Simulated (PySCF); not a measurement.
# Reading the logs of faulty runs: AlBGeH5O

All numbers below are calculated, not measured. They come from PySCF 2.14.0, an open-source quantum chemistry program, on an isolated molecule that a program drew, which may never have been made. The molecule is AlBGeH5O (charge 0, doublet), drawn as the SMILES string `[AlH][O][BH][GeH3]`.

Each row is a Hartree-Fock (HF) and frozen-core CCSD(T) single point in the cc-pV(D+d)Z basis, meant for a local HF minimum. Run 1 is clean. Each other run has one planted mistake out of seven kinds, and not every kind appears here: one electron removed, one electron added, multiplicity raised by two, geometry at a saddle point, minimal basis STO-3G, one bond length entered in bohr, all coordinates scaled. The reference is restricted for singlets and unrestricted otherwise, and also for a bond in bohr. Adding or removing an electron swaps singlet and doublet. Electrons count all cores. HOMO and LUMO are orbital energies over both spins, the gradient is its largest component, and the lowest frequency (negative if imaginary) is given only where the gradient is small. Bond lengths are over the 8 bonds as drawn. T1 is the CCSD diagnostic: over 0.02 (restricted) or 0.045 (unrestricted) a single reference is doubtful. Germanium has the cc-pVDZ-PP basis, with a core potential (ECP10MDF) in place of its 10 inner electrons, and its 3s, 3p and 3d shells are frozen in CCSD(T).

Geometry of the clean run:
```xyz
9
AlBGeH5O, angstrom
Al   -0.1619    3.1361   -0.4364
O     0.3270    2.1807   -1.7546
B     0.7045    1.4770   -2.8250
Ge    2.6166    1.7387   -3.6664
H     0.1547    2.5447    1.0044
H    -0.0623    0.6797   -3.3117
H     3.4423    0.4415   -3.6010
H     3.4246    2.8344   -2.9459
H     2.5323    2.1317   -5.1522
```

```
run,electrons,basis functions,<S^2>,HOMO (eV),LUMO (eV),gradient (hartree/bohr),lowest frequency (cm^-1),mean bond (Å),longest bond (Å),T1,HF (hartree),CCSD(T) (hartree),mistake
1,63,99,0.756,-8.75,0.84,3.9e-05,47,1.5696,2.105,0.0178,-637.80323,-638.27213,no fault
2,62,99,0.000,-13.81,-7.43,6.2e-02,-,1.5696,2.105,0.0213,-637.50545,-637.97370,one electron removed
3,63,99,0.763,-9.08,0.48,3.8e-02,-,1.6952,2.274,0.0208,-637.76034,-638.24104,all coordinates scaled
4,63,99,1.620,-8.41,0.82,6.9e-03,-,1.7408,2.908,0.0398,-637.70563,-638.16086,one bond length entered in bohr
5,64,99,0.000,-0.63,6.46,6.0e-02,-,1.5696,2.105,0.0221,-637.79712,-638.30386,one electron added
6,63,99,3.769,-5.64,-1.21,3.6e-02,-,1.5696,2.105,0.0252,-637.64831,-638.11465,?
```

**Which mistake was planted in run 6, and what did it cost?**

Electrons, basis and geometry are unchanged, and <S^2> is 3.769, beside S(S+1) = 3.75 for a multiplicity of 4. So the mistake is: multiplicity raised by two. Subtracting run 1 and multiplying by 627.51 kcal/mol a hartree, the energy moved by 97.2 kcal/mol in HF and 98.8 kcal/mol in CCSD(T).

Cautions from the logs. Run 2: T1 is over the limit, so its CCSD(T) energy is less reliable; run 5: T1 is over the limit, so its CCSD(T) energy is less reliable.
